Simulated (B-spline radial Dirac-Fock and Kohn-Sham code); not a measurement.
# Two-hole binding energies of Sr²⁺

System: the Sr²⁺ ion in the configuration 1s2 2s2 2p6 3s2 3p6 3d10 4s2 4p6.

Method: multi-electron Dirac-Fock with separately optimised hole states, Breit and Lamb-shift corrections added in first order. Computed with a radial B-spline solver. U is the two-hole binding energy less the two single-hole energies, the effective repulsion of the holes after relaxation. Each two-hole energy is an average over J within one jj subconfiguration.

```tsv
holes	E(a) (eV)	E(b) (eV)	E(ab) (eV)	U (eV)
1s⁻²	16128.4	16128.4	32827.2	570.5
1s⁻¹ 2p1/2⁻¹	16128.4	2032.1	18315.3	154.9
1s⁻¹ 2p3/2⁻¹	16128.4	1964.8	18240.7	147.6
1s⁻¹ 3p3/2⁻¹	16128.4	295.9	16468.5	44.3
2s⁻²	2246.0	2246.0	4584.3	92.3
2s⁻¹ 2p1/2⁻¹	2246.0	2032.1	?	?
2s⁻¹ 3p3/2⁻¹	2246.0	295.9	2581.4	39.6
2s⁻¹ 3d3/2⁻¹	2246.0	158.2	2444.5	40.4
2p1/2⁻¹ 3p3/2⁻¹	2032.1	295.9	2368.6	40.7
2p1/2⁻¹ 3d5/2⁻¹	2032.1	156.4	2229.2	40.7
2p3/2⁻¹ 3d3/2⁻¹	1964.8	158.2	2163.8	40.8
3p1/2⁻²	306.5	306.5	647.9	34.9
3p1/2⁻¹ 3p3/2⁻¹	306.5	295.9	634.5	32.2
3d3/2⁻²	158.2	158.2	349.5	33.2
```

**Question.** Give the missing two-hole energy and U.

**Answer.** E(ab) = 4363.1 eV and U = 85.1 eV.
